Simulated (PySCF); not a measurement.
## Computed data sheet: `C[C@]1(F)CC1(F)F` (1,1,2-trifluoro-2-methylcyclopropane)

1,1,2-trifluoro-2-methylcyclopropane, C4H5F3.
Z-matrix (Å and degrees, PBE0-D3(BJ)/def2-SVP geometry), rows numbered from 1:
```
C 
C   1  1.4942
F   2  1.3580  1  113.09
C   2  1.5238  1  122.19  3  -143.95
C   4  1.4848  2   59.18  1  -111.00
F   5  1.3319  2  119.35  4   109.66
F   5  1.3395  2  119.08  4  -109.66
H   1  1.0999  2  109.89  3   -56.08
H   1  1.1001  2  110.15  3    63.66
H   1  1.0975  2  110.76  3  -175.83
H   4  1.0929  2  118.40  5   108.38
H   4  1.0932  2  115.52  5  -106.18
```

Among its groups: C–F bond and cyclopropane ring.

PBE0-D3(BJ)/def2-SVP geometry optimisation, gas phase (PySCF):

```yaml
Point_group: C1
Rotational_constants_A_B_C: 3.670, 2.545, 1.965 GHz
```

From PBE0/pcSseg-1 ground state and GIAO shieldings, non-relativistic (PySCF):

```yaml
Dipole_moment: 2.36 D
HOMO_energy: -8.15 eV
LUMO_energy: 1.36 eV
HOMO–LUMO_gap: 9.51 eV
Lowest_Hirshfeld_atomic_charge: -0.12 e on C1
Highest_Hirshfeld_atomic_charge: +0.15 e on C5
13C_chemical_shifts_computed_TMS_as_zero_by_class: 112.8 (C5), 75.8 (C2), 23.5 (C4), 17.0 (C1) ppm
1H_chemical_shifts_computed_TMS_as_zero_by_class: 1.60 (H8/H9/H10), 1.49 (H12), 1.01 (H11) ppm
Isotropic_shieldings_of_nuclei_other_than_C_and_H_by_class: 331 (F7), 336 (F6), 384 (F3) ppm
Mayer_bond_orders_between_heavy_atoms: C1–C2 1.03, C2–F3 0.93, C2–C4 0.86, C4–C5 0.96, C5–F6 0.99, C5–F7 0.97, C5–C2 0.89
```

From B3LYP/pcJ-1 indirect spin-spin coupling, non-relativistic, gas phase; spin–dipole term left out for some pairs (PySCF):

```yaml
Largest_of_the_computed_one-bond_spin–spin_couplings_means_over_like_bonds: 19F–13C -364.4 (F6–C5), 19F–13C -360.1 (F7–C5), 19F–13C -296.3 (F3–C2), 13C–1H +170.0 (C4–H11), 13C–1H +168.6 (C4–H12), 13C–1H +135.9 (C1–H8 and 2 like it), 13C–13C +52.6 (C1–C2), 13C–13C +30.6 (C2–C5) Hz
```

Monoisotopic mass from the formula: 110.0343 u.

The rotational constants make it an asymmetric top with κ = (2B − A − C)/(A − C) = -0.32, nearer the prolate limit (−1). In atomic units the dipole is 0.93 e·bohr (1 au = 2.5417 D). With B = h/(8π²I), that is 505.379 GHz u Å² over I, the principal moments of inertia are 137.7, 198.6 and 257.2 u Å² (most abundant isotopes).

 NMR classes are plain means over equivalent atoms (diastereotopic ones count apart unless rotation or inversion swaps them), as if these changed places fast; in this geometry the members of some classes differ.

For the geometry optimisation (PBE0-D3(BJ)/def2-SVP), cost: about 80 s of CPU time on one thread; the machine was shared, so the figure is rough.
